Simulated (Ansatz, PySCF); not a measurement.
C₆H₅, SMILES [c]1ccccc1, multiplicity 2. Atoms are numbered in the order given.

```xyz
11

C      0.0000     0.0000    -1.3982
C      0.0000    -1.2257    -0.7719
C      0.0000    -1.2127     0.6297
C      0.0000     0.0000     1.3208
C      0.0000     1.2127     0.6297
C      0.0000     1.2257    -0.7719
H      0.0000    -2.1676    -1.3270
H      0.0000    -2.1576     1.1803
H      0.0000     0.0000     2.4132
H      0.0000     2.1576     1.1803
H      0.0000     2.1676    -1.3270
```
Charge 0, spin multiplicity 2.

Coordinates come from a PBE0-D3(BJ)/def2-SVP optimisation. The isomer is the one that the SMILES or the coordinates give; other isomers of the formula were not compared.

Two levels are set side by side: PBE-D3(BJ)/def2-SVP (Ansatz, a quantum-chemistry and plane-wave program) and PBE0-D3(BJ)/def2-SVP (Ansatz). Each level has its own optimised geometry; the coordinates shown are those of the second. Frequencies come from the Hessian of PySCF at each geometry. Differences are taken from unrounded values.

| quantity | PBE0-D3(BJ) |
|---|---|
| mean bond length (Å) | 1.256 |
| bond C1–C2 (Å) | 1.376 |
| bond C1–C6 (Å) | 1.376 |
| bond C2–C3 (Å) | 1.402 |
| bond C3–C4 (Å) | 1.396 |
| bond C4–C5 (Å) | 1.396 |
| bond C5–C6 (Å) | 1.402 |
| bond C2–H7 (Å) | 1.093 |
| bond C3–H8 (Å) | 1.094 |
| bond C4–H9 (Å) | 1.092 |
| bond C5–H10 (Å) | 1.094 |
| bond C6–H11 (Å) | 1.093 |
| highest harmonic wavenumber (cm⁻¹) | 3227 |
| mean harmonic wavenumber (cm⁻¹) | 1432 |
| zero-point energy (kcal/mol) | 55.26 |

Problem. What does PBE-D3(BJ) give, and how far is it from PBE0-D3(BJ)? (The exact figures need the calculation; the answer reports its results.)

Solution. 
```tsv
quantity	PBE-D3(BJ)	PBE-D3(BJ) minus PBE0-D3(BJ)
mean bond length (Å)	1.265	0.009
bond C1–C2 (Å)	1.384	0.008
bond C1–C6 (Å)	1.384	0.008
bond C2–C3 (Å)	1.413	0.011
bond C3–C4 (Å)	1.405	0.009
bond C4–C5 (Å)	1.405	0.009
bond C5–C6 (Å)	1.413	0.011
bond C2–H7 (Å)	1.102	0.008
bond C3–H8 (Å)	1.102	0.008
bond C4–H9 (Å)	1.100	0.008
bond C5–H10 (Å)	1.102	0.008
bond C6–H11 (Å)	1.102	0.008
highest harmonic wavenumber (cm⁻¹)	3132	-94
mean harmonic wavenumber (cm⁻¹)	1383	-49
zero-point energy (kcal/mol)	53.39	-1.88
```

GGA bonds tend to be longer and softer than those of functionals with exact exchange. Differences between two approximate levels are no errors against the true value.
